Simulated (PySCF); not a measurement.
Pb(NH2)(SH) (H3NPbS), SMILES [NH2][Pb][SH] (connectivity only; charge and spin as stated), neutral, multiplicity 1. Geometry: r2SCAN-D4/def2-SVP. The def2 effective core potentials stand for the cores of Pb; spin–orbit coupling is left out. The values are those of a single conformer.

These are r2SCAN-D4/def2-SVP run with PySCF 2.14.0 values and carry that method's errors.

Harmonic wavenumbers (cm⁻¹): 128, 191, 266, 296, 417, 547, 566, 640, 1492, 2694, 3542, 3666. Rotational constants (GHz): 6.860, 2.587, 1.879; symmetry number 1.

Q: Work out the zero-point energy and the ideal-gas rigid-rotor harmonic-oscillator thermochemistry at 298.15 K and 1 atm.

A: ZPE = ½ Σ hcν = ½ × 14445 cm⁻¹ = 20.65 kcal/mol. H − E(el) = 24.88 kcal/mol. Entropy in cal/(mol K): translation 42.52, rotation 26.67, vibration 10.62, total 79.81. G − E(el) = 1.08 kcal/mol. Cp = 19.85 cal/(mol K). Modes under 150 cm⁻¹ make the vibrational entropy uncertain.
